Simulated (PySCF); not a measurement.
Compound: C5H6F3N.
SMILES with atom numbers: `[H]/[N:5]=[C:4](/[CH2:3][CH:2]=[CH2:1])[C:6]([F:7])([F:8])[F:9]` (hydrogens: H10, H11 on C1; H12 on C2; H13, H14 on C3; H15 on N5)

Geometry (GFN2-xTB, Å), atoms numbered from 1 in this order:
```xyz
15
C5H6F3N angstrom
C      2.0404   -0.8437   -0.6451
C      1.4569    0.1242    0.0339
C      0.3701   -0.1003    1.0503
C     -0.9126    0.5108    0.5861
N     -1.4852    1.4215    1.2207
C     -1.4388   -0.0502   -0.7467
F     -0.8058    0.4917   -1.8003
F     -1.2990   -1.3789   -0.8467
F     -2.7455    0.2167   -0.9091
H      2.8156   -0.6417   -1.3632
H      1.7680   -1.8780   -0.5124
H      1.7321    1.1589   -0.1171
H      0.2187   -1.1726    1.1962
H      0.6332    0.3656    2.0007
H     -2.3524    1.7842    0.8308
```

Computed at PBE0/pcSseg-1 (PySCF, non-relativistic), with Q(14N) = 0.02044 b: N5, 14N (I = 1): χzz = -5.071 MHz, η = 0.500.

Question: Where would the pure quadrupole (NQR) lines of 14N at N5 fall for the rigid, isolated species?

Answer: From ν± = (3/4)|χ|(1 ± η/3) and ν0 = |χ|η/2: ν+ 4.438 MHz, ν− 3.169 MHz, ν0 1.269 MHz (imine nitrogen).

In a crystal, neighbours and librations shift these lines. GFN2-xTB bond lengths can be off by several hundredths of an ångström, more for odd bonds, and the gradients follow them. The small basis limits the accuracy of the gradients.

One conformer stands for the species.
